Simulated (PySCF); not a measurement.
Interval between two levels of Pd by level of theory

Pd [Kr] 4d10 → Pd [Kr] 4d9 5p1 [3F4, M_J = 4], as a difference of total energies. Calculation: PySCF 2.14, in x2c-TZVPall-2c with one added diffuse shell each of s, p, d type (9s10p8d1f, 86 functions); the two-component X2C-1e Hamiltonian. Correlated levels: [Ar] 3d10 frozen; the 6 highest virtual spinors dropped. "Screened" scales the spin-orbit matrix elements by Boettger's factors to mimic the two-electron term; Breit and QED terms are absent.

| method | interval between two levels (cm⁻¹) |
| --- | --- |
| GHF (spin-free) | 24494 |
| GMP2 (spin-free) | 37114 |
| GHF (screened spin-orbit) | 23272 |
| GMP2 (screened spin-orbit) | 35863 |

The labels give the starting determinants; with spin-orbit coupling the two ends relaxed to ⟨J²⟩ = 0.00, ⟨L²⟩ = 0.02, ⟨S²⟩ = 0.02 and ⟨J²⟩ = 20.08, ⟨L²⟩ = 12.07, ⟨S²⟩ = 2.03.
